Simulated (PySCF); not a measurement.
FH3MgSi. Atoms are numbered in the order given.

```xyz
6

Mg     0.0000     0.0000     0.7715
F      0.0000     0.0000     2.5277
Si     0.0000     0.0000    -1.7832
H      1.1967     0.6909    -2.3471
H      0.0000    -1.3819    -2.3471
H     -1.1967     0.6909    -2.3471
```

Geometry optimised at PBE0-D3(BJ)/def2-TZVP.

These are PySCF with HF/def2-TZVPD values and carry that method's errors.

Symmetry labels are those of the subgroup Cs that the program uses (full group C3v).

Problem. List the valence orbital energies around the gap with their symmetry. (An estimate is asked for; the answer gives what the named calculation found.)

Solution. 
| orbital | symmetry | energy (eV) |
|---|---|---|
| HOMO−7 | A' | -39.69 |
| HOMO−6 | A' | -19.13 |
| HOMO−5 | A' | -15.87 |
| HOMO−4 | A' | -15.07 |
| HOMO−3 | A" | -15.07 |
| HOMO−2 | A' | -12.90 |
| HOMO−1 | A" | -12.90 |
| HOMO | A' | -9.75 |
| LUMO | A' | 0.87 |
| LUMO+1 | A' | 0.88 |
| LUMO+2 | A" | 0.88 |
| LUMO+3 | A' | 1.64 |
